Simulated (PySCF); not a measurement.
Work out the structure from these simulated measurements.

Elements present: C, H and Si. Monoisotopic mass: 154.0634 u.

- NMR, other nuclei: isotropic shieldings of nuclei other than C and H, by class: 413 (1 Si), 414 (1 Si) ppm [GIAO PBE0/pcSseg-1]
- 1H NMR: chemical shifts (computed TMS as zero) by class: 6.54 (1 H), 5.34 (1 H), 5.27 (1 H), 4.42 (2 H), 4.41 (2 H), 1.87 (2 H), 1.34 (3 H), 0.84 (2 H) ppm [GIAO PBE0/pcSseg-1]
- Dipole: 0.62 D [PBE0/pcSseg-1]
- Rotational structure: rotational constants A, B, C: 1.554, 0.529, 0.415 GHz [GFN2-xTB]
- 13C NMR: chemical shifts (computed TMS as zero) by class: 144.2 (1 C), 120.1 (1 C), 118.3 (1 C), 117.4 (1 C), 24.4 (1 C), 11.7 (1 C), 7.7 (1 C) ppm [GIAO PBE0/pcSseg-1]

The electronic properties come from PySCF, for the isolated species, density fitting. Levels stand in brackets. Geometry: GFN2-xTB, one conformer, isolated molecule. NMR values are class means; diastereotopic atoms form classes of their own.

**Question.** Which formula fits the mass and the elements?

**Answer.** C7H14Si2 (calculated 154.0634). No other formula that holds each of these elements comes within 0.0003 u with a fitting electron parity and a possible valence count.

**Question.** Give a SMILES that accounts for the data.

**Answer.** Numbering: `[CH2:1]=[CH:2][CH2:3][SiH2:4][C:5]#[C:6][SiH2:7][CH2:8][CH3:9]`. Its formula, C7H14Si2, gives 3 degrees of unsaturation: 0 rings and 3 π bonds in the structure found. 7 carbons fall into 7 classes; from least to most shielded: alkene CH carbon [C2] (144.2 ppm), terminal =CH2 carbon [C1] (120.1 ppm), alkyne carbon [C6] (118.3 ppm), alkyne carbon [C5] (117.4 ppm), sp3 carbon bound to silicon [C3] (24.4 ppm), methyl carbon [C9] (11.7 ppm), sp3 carbon bound to silicon [C8] (7.7 ppm). Hydrogen classes from least to most shielded: 1 H on an alkene CH carbon, C2 (6.54 ppm), 1 H on a terminal =CH2 carbon, C1 (5.34 ppm), 1 H on a terminal =CH2 carbon, C1 (5.27 ppm), 2 H on an SiH2 silicon, Si7 (4.42 ppm), 2 H on an SiH2 silicon, Si4 (4.41 ppm), 2 H on an sp3 carbon bound to silicon, C3 (1.87 ppm), 3 H on a methyl carbon, C9 (1.34 ppm, a mean of values up to 0.6 ppm apart in this geometry), 2 H on an sp3 carbon bound to silicon, C8 (0.84 ppm). The other shieldings belong to: 413 ppm, SiH2 silicon [Si7]; 414 ppm, SiH2 silicon [Si4]. The optimised geometry has point group C1 and is an asymmetric top. Structure: `C(C=C)[SiH2]C#C[SiH2]CC`. Computed isomers that give other values at the same levels: `C#C[C@@]1(C)C[Si@H](CC)[SiH2]1` (13C chemical shifts (computed TMS as zero) by class: 98.8 (1 C), 77.5 (1 C), 34.0 (1 C), 30.8 (1 C), 21.9 (1 C), 11.8 (1 C), 11.5 (1 C) ppm); `CCCC1=C[SiH2]C=C[SiH2]1` (13C chemical shifts (computed TMS as zero) by class: 169.0 (1 C), 154.1 (1 C), 153.5 (1 C), 145.1 (1 C), 52.1 (1 C), 24.4 (1 C), 14.3 (1 C) ppm); `C#C/C=C(/C[SiH3])[SiH](C)C` (13C chemical shifts (computed TMS as zero) by class: 167.6 (1 C), 124.1 (1 C), 92.9 (1 C), 88.0 (1 C), 27.1 (1 C), -4.0 (2 C) ppm). The assignments are read from this structure; whether some other isomer fits the data as well wasn't checked.

Conformer computed: `[CH2:1]=[CH:2][CH2:3][SiH2:4][C:5]#[C:6][SiH2:7][CH2:8][CH3:9]`: C1–C2–C3–Si4 -106°, C2–C3–Si4–C5 -58°, C6–Si7–C8–C9 -53°.
